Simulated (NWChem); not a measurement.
ZnCl, doublet; SMILES [Cl][Zn]

```xyz
2

Zn     0.0000     0.0000    -0.7759
Cl     0.0000     0.0000     1.3868
```
Atoms are numbered in this order, from 1.

The geometry was optimised at PBE0/def2-SVP, spin-unrestricted. This spin state was assumed; another may lie lower. No stability test was run on the SCF state.

**Question.** List the 6 lowest vertical excitations from CAM-B3LYP/def2-SVPD, spin-unrestricted, TDA (NWChem).

**Answer.** 
| state | energy (eV) | oscillator strength | <S²> |
|---|---|---|---|
| state 1 | 3.55 | 0.000 | 0.80 |
| state 2 | 3.55 | 0.000 | 0.80 |
| state 3 | 4.26 | 0.138 | 0.76 |
| state 4 | 4.26 | 0.138 | 0.76 |
| state 5 | 4.93 | 0.038 | 0.81 |
| state 6 | 5.94 | 0.311 | 0.77 |
